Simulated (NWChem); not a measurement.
Species: TiOCl cation; SMILES [O]=[Ti+][Cl]

This spin state was assumed; another may lie lower.

Question: Give the equilibrium geometry at PBE0/def2-SVP (NWChem) as a list of bonds and angles, with the point group.

Answer: point group Cs; any orientation.
Bond lengths (Å): Ti1–Cl2 2.128, Ti1–O3 1.540. Bond angles (°): Cl2–Ti1–O3 108.0.
